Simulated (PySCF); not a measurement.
A structure optimised at B3LYP-D3(BJ)/def2-SVP, used in a PySCF frequency run:

```
Bi
F 1 2.0407
Br 1 2.6265 2 98.31
Br 1 2.6265 2 98.31 3 101.55
```
Charge 0, spin multiplicity 1.

Problem. Write its SMILES, formula and point group.

Solution. [F][Bi]([Br])[Br], BiBr₂F, Cs

Problem. What are its rotational constants (standard atomic weights)?

Solution. 1.4249, 0.71088, 0.53801 GHz
